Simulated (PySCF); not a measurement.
**Mayer bond orders and bond lengths**

Compound: C₅H₈ClPSi₂.
Numbering: `[SiH3:1][c:2]1[cH:3][p:4][c:5]([Cl:6])[cH:7][c:8]1[SiH3:9]` (hydrogens: H10, H11, H12 on Si1; H13 on C3; H14 on C7; H15, H16, H17 on Si9)

Geometry (GFN2-xTB, Å), atoms numbered from 1 in this order:
```
atom  x, y, z in Å
Si1   -2.2901   -0.6083    0.0473
C2    -0.3965   -0.7231    0.0437
C3     0.1506   -1.9945    0.0913
P4     1.8230   -2.4518    0.0767
C5     2.5048   -0.8540   -0.0166
Cl6    4.2409   -0.7673   -0.0625
C7     1.7971    0.3269   -0.0563
C8     0.4081    0.4251   -0.0276
Si9   -0.3184    2.1728   -0.0623
H10   -2.7347    0.3760    1.0344
H11   -2.8222   -1.9297    0.3918
H12   -2.7437   -0.2355   -1.2953
H13   -0.5336   -2.8338    0.1479
H14    2.3718    1.2423   -0.1155
H15   -0.8627    2.4972    1.2594
H16    0.7625    3.1081   -0.3830
H17   -1.3638    2.2617   -1.0832
```

Bond orders from the PBE0/pcSseg-1 density (PySCF). Isolated species at its GFN2-xTB geometry, gas phase.

(1) Where do the orders between heavy atoms depart from those drawn in the SMILES?

(2) Set the Mayer orders of the bonds beside their lengths.

## Answers

(1) The largest departure is 0.274, at P4–C5 (drawn aromatic, 1.226), counting aromatic bonds as 1.5. Drawn single, order below 0.88: Si1–C2 (0.861) and C8–Si9 (0.854). The bonds drawn aromatic range from 1.23 to 1.48.

(2) 
```json
{"bond": "Si1–C2", "drawn as": "single", "length (Å)": "1.897", "Mayer order": "0.861"}
{"bond": "C2–C3", "drawn as": "aromatic", "length (Å)": "1.385", "Mayer order": "1.479"}
{"bond": "C3–P4", "drawn as": "aromatic", "length (Å)": "1.734", "Mayer order": "1.299"}
{"bond": "P4–C5", "drawn as": "aromatic", "length (Å)": "1.740", "Mayer order": "1.226"}
{"bond": "C5–Cl6", "drawn as": "single", "length (Å)": "1.739", "Mayer order": "1.054"}
{"bond": "C5–C7", "drawn as": "aromatic", "length (Å)": "1.377", "Mayer order": "1.356"}
{"bond": "C7–C8", "drawn as": "aromatic", "length (Å)": "1.393", "Mayer order": "1.473"}
{"bond": "C8–Si9", "drawn as": "single", "length (Å)": "1.893", "Mayer order": "0.854"}
{"bond": "C8–C2", "drawn as": "aromatic", "length (Å)": "1.404", "Mayer order": "1.371"}
{"bond": "Si1–H10", "drawn as": "single", "length (Å)": "1.463", "Mayer order": "0.929"}
{"bond": "Si1–H11", "drawn as": "single", "length (Å)": "1.465", "Mayer order": "0.948"}
{"bond": "Si1–H12", "drawn as": "single", "length (Å)": "1.465", "Mayer order": "0.946"}
{"bond": "C3–H13", "drawn as": "single", "length (Å)": "1.084", "Mayer order": "0.918"}
{"bond": "C7–H14", "drawn as": "single", "length (Å)": "1.082", "Mayer order": "0.937"}
{"bond": "Si9–H15", "drawn as": "single", "length (Å)": "1.466", "Mayer order": "0.946"}
{"bond": "Si9–H16", "drawn as": "single", "length (Å)": "1.465", "Mayer order": "0.949"}
{"bond": "Si9–H17", "drawn as": "single", "length (Å)": "1.464", "Mayer order": "0.929"}
```

By pair of heavy elements: C–Si: all 2 within 0.02 of one another (0.854 to 0.861). C–C: lowest C5–C7 (1.356, 1.377 Å), highest C2–C3 (1.479, 1.385 Å); in 2 of the 6 pairs the longer bond (by over 0.003 Å) has the higher order (by 0.02 or more). C–P: lowest P4–C5 (1.226, 1.740 Å), highest C3–P4 (1.299, 1.734 Å).

**Question.** Sum the orders of all bonds at each heavy atom with more than one neighbour and set the sums beside the valence in the SMILES.

**Answer.** Si1 3.684 (drawn 4), C2 3.711 (drawn 4), C3 3.696 (drawn 4), P4 2.525 (drawn 3), C5 3.636 (drawn 4), C7 3.766 (drawn 4), C8 3.698 (drawn 4), Si9 3.678 (drawn 4). Orders between atoms that aren't bonded are not in these sums.

Mayer orders depend on the basis set.
